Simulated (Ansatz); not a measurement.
CH₄InN. Charge 0, multiplicity 1. In: def2 effective core potential. The bonds changed during the relaxation, so this is another structure than the one it started from. The geometry is a stationary point of PBE0-D4/def2-TZVP.

```xyz
7

C     0.935    0.761   -0.417
N     0.065   -0.133   -0.243
In   -1.556   -0.322    1.770
H     1.601    0.802   -1.283
H     1.038    1.544    0.335
H     0.028   -0.828   -0.986
H    -2.111   -1.824    0.824
```

Problem. What is the dipole moment at ωB97M-V/def2-TZVPP? (An estimate is asked.)

Solution. Ansatz gave: 4.71 D, with components (3.38, 1.53, -2.91) D in this frame, pointing from negative to positive charge.

Problem. And with PBE, r2SCAN, B3LYP? (An estimate is asked.)

Solution. The calculation gave: PBE 4.60 D, r2SCAN 4.74 D, B3LYP 4.69 D.

Problem. Give the Mulliken charges with ωB97M-V, r2SCAN, PBE in def2-TZVPP. (An estimate is asked.)

Solution. Ansatz gave: 
```
atom  ωB97M-V  r2SCAN    PBE
  C1     0.00    0.09  -0.02
  N2    -0.28   -0.31  -0.24
 In3     0.14    0.17   0.13
  H4     0.12    0.08   0.10
  H5     0.12    0.09   0.11
  H6     0.16    0.19   0.19
  H7    -0.26   -0.30  -0.27
```

B3LYP here is the variant with VWN-RPA as its local correlation; programs differ in this.
